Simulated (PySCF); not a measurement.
A structure optimised at PBE-D3(BJ)/def2-SVP, used in a PySCF frequency run:

```xyz
9

C      1.3718    -0.9642     0.0000
C      0.1333    -0.4420     0.0000
C     -1.1578    -1.2004     0.0000
Cl    -0.0794     1.3057     0.0000
H      2.2681    -0.3289     0.0000
H      1.4997    -2.0571     0.0000
H     -1.7657    -0.9404     0.8914
H     -0.9708    -2.2915     0.0000
H     -1.7657    -0.9404    -0.8914
```
Charge 0, spin multiplicity 1.

Write its SMILES, formula and point group.

C=C(C)Cl, C3H5Cl, Cs

What are its rotational constants (standard atomic weights)?

9.1308, 4.8842, 3.2476 GHz
